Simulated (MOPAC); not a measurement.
MOPAC input (PM7):

```
PM7 1SCF CHARGE=1 GEO-OK AUX(PRECISION=9) THREADS=1
H6NO3Si

N    -0.43055200 1   -1.45654900 1   -0.79288500 1
Si   -0.16695400 1   -0.07589100 1    0.08733400 1
O     0.56266000 1   -0.15630600 1    1.51652200 1
O    -1.35146400 1    0.95739900 1   -0.18406800 1
O     1.31149800 1    0.74531000 1   -0.64403700 1
H    -1.24373200 1   -1.56423300 1   -1.38096200 1
H     0.08669200 1   -2.31346800 1   -0.67376800 1
H     0.18891800 1   -0.56155600 1    2.30499400 1
H    -1.48846100 1    1.79472700 1    0.26808100 1
H     1.51097200 1    0.69193600 1   -1.59200700 1
H     2.11529300 1    0.83969400 1   -0.10614300 1
```

From the output:

```
                                                       MOPAC v23.2.5 Linux

          FINAL HEAT OF FORMATION =        -52.16620 KCAL/MOL =    -218.26338 KJ/MOL

          COSMO AREA              =        114.40 SQUARE ANGSTROMS
          COSMO VOLUME            =        100.52 CUBIC ANGSTROMS

          IONIZATION POTENTIAL    =         15.379840 EV
          HOMO LUMO ENERGIES (EV) =        -15.380 -5.766
          NO. OF FILLED LEVELS    =         16
          MOLECULAR WEIGHT        =         96.1378         POINT GROUP:  C1

          MOLECULAR DIMENSIONS (Angstroms)

            Atom       Atom       Distance
            H     9    H     7     4.49949
            H    10    H     8     4.29973
            H    11    H     6     4.08062

          SCF CALCULATIONS        =          1

   ATOM   CHEMICAL          X               Y               Z
  NUMBER   SYMBOL      (ANGSTROMS)     (ANGSTROMS)     (ANGSTROMS)

     1       N         -0.43055200  *  -1.45654900  *  -0.79288500  *
     2      Si         -0.16695400  *  -0.07589100  *   0.08733400  *
     3       O          0.56266000  *  -0.15630600  *   1.51652200  *
     4       O         -1.35146400  *   0.95739900  *  -0.18406800  *
     5       O          1.31149800  *   0.74531000  *  -0.64403700  *
     6       H         -1.24373200  *  -1.56423300  *  -1.38096200  *
     7       H          0.08669200  *  -2.31346800  *  -0.67376800  *
     8       H          0.18891800  *  -0.56155600  *   2.30499400  *
     9       H         -1.48846100  *   1.79472700  *   0.26808100  *
    10       H          1.51097200  *   0.69193600  *  -1.59200700  *
    11       H          2.11529300  *   0.83969400  *  -0.10614300  *

                             CARTESIAN COORDINATES

   1    N       -0.430552000    -1.456549000    -0.792885000
   2   Si       -0.166954000    -0.075891000     0.087334000
   3    O        0.562660000    -0.156306000     1.516522000
   4    O       -1.351464000     0.957399000    -0.184068000
   5    O        1.311498000     0.745310000    -0.644037000
   6    H       -1.243732000    -1.564233000    -1.380962000
   7    H        0.086692000    -2.313468000    -0.673768000
   8    H        0.188918000    -0.561556000     2.304994000
   9    H       -1.488461000     1.794727000     0.268081000
  10    H        1.510972000     0.691936000    -1.592007000
  11    H        2.115293000     0.839694000    -0.106143000

           Empirical Formula: H6 N O3 Si  =    11 atoms

      MOLECULAR POINT GROUP   :   C1

                  EIGENVALUES
 -41.14224 -36.96936 -34.95284 -34.78799 -25.34376 -23.86318 -23.42577 -21.94023
 -21.63956 -20.90714 -19.69291 -19.15325 -18.26711 -17.58012 -17.01156 -15.37984
  -5.76591  -4.31480  -4.04764  -2.97161  -0.81954   0.22598   0.90297   1.17763
   2.12656   2.71867  18.60535  19.21429  19.52273  20.49476  20.55934

              NET ATOMIC CHARGES AND DIPOLE CONTRIBUTIONS

  ATOM NO.   TYPE          CHARGE      No. of ELECS.   s-Pop       p-Pop       d-Pop
    1          N          -0.487551        5.4876     1.48542     4.00213
    2         Si           0.769159        3.2308     0.62654     2.16840     0.43590
    3          O          -0.579470        6.5795     1.69789     4.88158
    4          O          -0.516907        6.5169     1.69650     4.82041
    5          O          -0.510135        6.5101     1.64425     4.86589
    6          H           0.323149        0.6769     0.67685
    7          H           0.316092        0.6839     0.68391
    8          H           0.415529        0.5845     0.58447
    9          H           0.407179        0.5928     0.59282
   10          H           0.427850        0.5721     0.57215
   11          H           0.435107        0.5649     0.56489
 DIPOLE           X         Y         Z       TOTAL
 POINT-CHG.     2.219    -1.066    -1.600     2.936
 HYBRID         0.349     0.297     0.219     0.508
 SUM            2.569    -0.769    -1.381     3.016

          ATOMIC ORBITAL ELECTRON POPULATIONS

     Atom    s        px        py        pz      x^2-y^2     xz        z^2       yz        xy
    1  N   1.48542   1.33611   1.23181   1.43421
    2 Si   0.62654   0.65534   0.76729   0.74577   0.07880   0.08839   0.08722   0.08475   0.09674
    3  O   1.69789   1.67929   1.78876   1.41353
    4  O   1.69650   1.63958   1.46635   1.71448
    5  O   1.64425   1.52791   1.91644   1.42154
    6  H   0.67685
    7  H   0.68391
    8  H   0.58447
    9  H   0.59282
   10  H   0.57215
   11  H   0.56489

 **********************
 *                    *
 * JOB ENDED NORMALLY *
 *                    *
 **********************

 == MOPAC DONE ==
```

The dipole moment of an ion depends on the origin.

The geometry given is a B3LYP-D3(BJ)/def2-TZVP minimum.
